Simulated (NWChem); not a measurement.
Species: C₄H₇Cl; SMILES C/C=C(\C)Cl

```xyz
12

C      0.4369    -2.4048     0.0000
C      0.7334    -0.9312     0.0000
C     -0.1618     0.0602     0.0000
C     -1.6592    -0.0107     0.0000
Cl     0.4395     1.7358     0.0000
H      0.8814    -2.8867     0.8809
H     -0.6327    -2.6288     0.0000
H      0.8814    -2.8867    -0.8809
H      1.7872    -0.6612     0.0000
H     -2.0709     0.4927     0.8827
H     -2.0709     0.4927    -0.8827
H     -2.0070    -1.0468     0.0000
```
Atoms are numbered in this order, from 1.

Coordinates come from a B3LYP/6-31G* (spherical d) optimisation.

Question: Give the principal values of the shielding tensors (ppm) of C1, C2, C3, C4, Cl5 from KT2/pcSseg-1, GIAO (NWChem), with their diamagnetic and paramagnetic parts as GIAO splits them.

Answer: 
```
atom    σ11    σ22     σ33  isotropic  diamagnetic  paramagnetic
----  -----  -----  ------  ---------  -----------  ------------
C1    150.0  165.4   182.5      166.0        249.9         -83.9
C2    -25.8   78.1   135.7       62.7        255.2        -192.6
C3    -36.7   82.7    92.8       46.3        260.5        -214.2
C4    145.4  156.1   184.2      161.9        249.3         -87.4
Cl5   457.1  469.5  1007.7      644.7       1149.2        -504.4
```
